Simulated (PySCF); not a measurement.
Species: 3'-fluoroacetophenone, C8H7FO.
Bonds: C1–C2, C2–O3 (double), C2–C4, C4–C5 (aromatic), C5–C6 (aromatic), C6–C7 (aromatic), C7–C8 (aromatic), C8–F9, C8–C10 (aromatic), C4–C10 (aromatic). Hydrogens: H11, H12, H13 on C1; H14 on C5; H15 on C6; H16 on C7; H17 on C10.

A GFN2-xTB structure was refined with PBE0-D3(BJ)/def2-SVP geometry optimisation, gas phase (PySCF 2.14.0). Its GFN2-xTB values:

```json
{"coordinate": "C1–C2", "GFN2-xTB": "1.507 Å"}
{"coordinate": "C1–H11", "GFN2-xTB": "1.087 Å"}
{"coordinate": "C2=O3", "GFN2-xTB": "1.210 Å"}
{"coordinate": "C2–C4", "GFN2-xTB": "1.491 Å"}
{"coordinate": "C4–C5", "GFN2-xTB": "1.395 Å"}
{"coordinate": "C4–C10", "GFN2-xTB": "1.393 Å"}
{"coordinate": "C5–C6", "GFN2-xTB": "1.382 Å"}
{"coordinate": "C5–H14", "GFN2-xTB": "1.079 Å"}
{"coordinate": "C6–C7", "GFN2-xTB": "1.385 Å"}
{"coordinate": "C6–H15", "GFN2-xTB": "1.079 Å"}
{"coordinate": "C7–C8", "GFN2-xTB": "1.384 Å"}
{"coordinate": "C7–H16", "GFN2-xTB": "1.078 Å"}
{"coordinate": "C8–F9", "GFN2-xTB": "1.349 Å"}
{"coordinate": "C8–C10", "GFN2-xTB": "1.381 Å"}
{"coordinate": "C10–H17", "GFN2-xTB": "1.078 Å"}
{"coordinate": "C1–C2–O3", "GFN2-xTB": "121.9°"}
{"coordinate": "C1–C2–C4", "GFN2-xTB": "117.0°"}
{"coordinate": "C2–C4–C10", "GFN2-xTB": "123.1°"}
{"coordinate": "O3–C2–C4", "GFN2-xTB": "121.1°"}
{"coordinate": "C4–C5–C6", "GFN2-xTB": "121.0°"}
{"coordinate": "C5–C4–C10", "GFN2-xTB": "119.2°"}
{"coordinate": "C6–C7–C8", "GFN2-xTB": "118.4°"}
{"coordinate": "C7–C8–C10", "GFN2-xTB": "122.5°"}
```

How do these coordinates change at the PBE0-D3(BJ)/def2-SVP level?

| coordinate | PBE0-D3(BJ)/def2-SVP (Å or °) | change |
| --- | --- | --- |
| C8–F9 | 1.332 | -0.017 |
| C7–H16 | 1.092 | +0.014 |
| C6–H15 | 1.092 | +0.013 |
| C10–H17 | 1.091 | +0.013 |
| C5–H14 | 1.091 | +0.012 |
| C6–C7 | 1.395 | +0.010 |
| C1–H11 | 1.096 | +0.009 |
| C2–C4 | 1.500 | +0.009 |
| C5–C6 | 1.390 | +0.008 |
| C8–C10 | 1.388 | +0.007 |
| C4–C10 | 1.399 | +0.006 |
| C7–C8 | 1.390 | +0.006 |
| C4–C5 | 1.400 | +0.005 |
| C2=O3 | 1.211 | +0.001 |
| C1–C2 | 1.508 | +0.001 |
| C1–C2–C4 | 118.4 | +1.4 |
| O3–C2–C4 | 120.3 | -0.8 |
| C2–C4–C10 | 122.3 | -0.8 |
| C4–C5–C6 | 120.3 | -0.7 |
| C7–C8–C10 | 121.8 | -0.7 |
| C1–C2–O3 | 121.3 | -0.6 |
| C5–C4–C10 | 119.7 | +0.5 |
| C6–C7–C8 | 118.8 | +0.4 |

The energy falls by 4.0 kJ/mol over 5 energy and gradient evaluations, the largest force component goes from 0.0170 to 2.2e-04 Eh/bohr, and the atoms move by 0.022 Å rms after alignment. The bond that changes most is C8–F9 (aromatic C–F carbon to aryl fluorine), which shortens by 0.017 Å. Bonds longer at the end by more than 0.005 Å: 13 of 17; shorter: 1. Rotational constants go from 2558, 943.1, 692.0 to 2540, 936.7, 687.3 MHz.

The run used 175 basis functions and 40 SCF cycles in all. Hardware: one thread of an Arm Neoverse V1, no GPU, on a shared host. Cost: 80 s, 0.81 GiB resident at most.

Stationary, but not proved a minimum. One conformer, not necessarily the lowest.

The values belong to the conformer `[CH3:1][C:2](=[O:3])[c:4]1[cH:5][cH:6][cH:7][c:8]([F:9])[cH:10]1`: C1–C2–C4–C5 180°.
